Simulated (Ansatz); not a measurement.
Consider the substitution at a C–O bond: `CO[Si](C)(N)Cl` + `N[SiH](O)O` → `CO[SiH](N)O` + `C[Si](N)(O)Cl`.

Isolated molecules relaxed with PBE0-D4/def2-TZVP in Ansatz; ΔE leaves out vibrations. CBS: MP2 limit from def2 TZ/QZ plus the TZ coupled-cluster correction, frozen cores. This one scheme is used for every species. DFT in def2-TZVPP. Each species was taken in one conformer, which may not be the lowest.

```json
{"level": "PBE0-D4", "ΔE (eV)": "0.02"}
{"level": "SCS-MP2/def2-QZVPP", "ΔE (eV)": "0.03"}
```

Q: What does CCSD(T)/CBS give? (Best estimate.)

A: The calculation gave: +0.03 eV. The listed levels differ from it by -0.01, 0.00 eV.

Largest T1 diagnostic among the species: 0.011.

In def2-TZVPP, CCSD(T) changes the Hartree–Fock value by +0.05 eV (the triples alone add +0.01 eV) and MP2 by +0.05 eV.
